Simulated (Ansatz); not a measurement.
Molecule: aminomethylgermylmethanamine, C₂H₁₀GeN₂ (charge 0, singlet). SMILES: N[CH2][GeH2][CH2]N
Structure (B3LYP-D3(BJ)/def2-TZVP (Ansatz, a program for electronic structure) minimum search):
```
Ge
H 1 1.5421
H 1 1.5421 2 109.82
C 1 1.9809 2 109.87 3 -120.56
H 4 1.0913 1 107.31 2 53.29
H 4 1.0986 5 106.81 1 -116.58
N 4 1.4660 5 108.69 6 -124.41
H 7 1.0125 4 111.61 5 -179.07
H 7 1.0135 8 107.10 4 122.18
C 1 1.9809 2 109.55 3 120.76
H 10 1.0913 1 107.31 2 -67.44
H 10 1.0986 11 106.81 1 -116.58
N 10 1.4660 11 108.69 12 -124.41
H 13 1.0125 10 111.61 11 -179.07
H 13 1.0135 14 107.10 10 122.18
```
Charge 0, spin multiplicity 1.

Wanted: size of the dipole moment, in D. Conventions: spin-orbit terms left out; six Cartesian d functions in 6-31G* and its kin unless marked 5d; LANL2DZ with its own core potentials from Na on; no dispersion term unless named; non-relativistic. First-principles rows: single points at B3LYP-D3(BJ) geometries (Ansatz).

```csv
level,program,size of the dipole moment (D)
PBE/STO-3G,Ansatz,1.55
PBE/3-21G,Ansatz,2.44
PBE/LANL2DZ,Ansatz,2.47
PBE/6-31G*,Ansatz,2.33
PBE/def2-SVP,Ansatz,2.28
PBE/6-31G* with LANL2DZ past Ar,Ansatz,2.29
```

No value to compare with is used here. The 6 habitual levels span 1.55 (PBE/STO-3G) to 2.47 D (PBE/LANL2DZ).

The sets are all those run for this method; left out are runs that failed, that the program found above a lower state of the same kind, or whose <S^2> lies over 0.5 above the pure value.
